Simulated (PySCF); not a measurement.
Telling isomers of C$_{2}$H$_{8}$F$_{3}$NSi$_{2}$ apart by NMR

Non-relativistic Hamiltonian, single conformer, fast rotation and ring inversion assumed for equivalent nuclei, no solvent. Geometry: GFN2-xTB; GIAO PBE0/pcSseg-1 shieldings; PySCF 2.14.

Referencing at the same level of theory: TMS for $^{1}$H and $^{13}$C. Splittings of carbon signals by F and P are missing where no couplings were computed. Where no couplings were computed, multiplicities follow the n + 1 count of equivalent neighbours, and m marks all less simple cases (inequivalent or close neighbours, rings, F or P nearby). Shifts are as computed. Against solution values, carbons near 30 ppm lie about +3 ppm off and those near 130 ppm about +5 ppm. Of 1309 compounds with measured shifts, 239 miss one by over three times the rms of a fit or turn the order of signals round; such compounds aren't used in these exercises.

(1) Tabulate the signals of `CN([SiH3])C[Si](F)(F)F`, `FC(F)(F)CN([SiH3])[SiH3]` and their relative energies.

(2) What is the quickest way to tell CN([SiH3])C[Si](F)(F)F from FC(F)(F)CN([SiH3])[SiH3]?

Answers

(1) 
```json
{"SMILES": "CN([SiH3])C[Si](F)(F)F", "carbon types": "1×CH2 1×CH3", "δC": "43.1, 41.6", "δH": "4.64 (s, 3H), 2.97 (m, 2H), 2.67 (s, 3H)", "E rel. (kcal/mol)": "0.0"}
{"SMILES": "FC(F)(F)CN([SiH3])[SiH3]", "carbon types": "1×C 1×CH2", "δC": "135.9, 59.7", "δH": "4.77 (s, 6H), 3.51 (m, 2H)", "E rel. (kcal/mol)": "98.0"}
```

Energies are electronic energies at PBE0/pcSseg-1 on these geometries, without zero-point or thermal terms, each for the one conformer computed, which needn't be the lowest.

(2) Both give the same number of carbon signals, but DEPT or the intensities differ. The first has a methyl carbon bonded to N (CH3) at 43.1 ppm, the second a CF3 carbon (C) at 135.9 ppm.
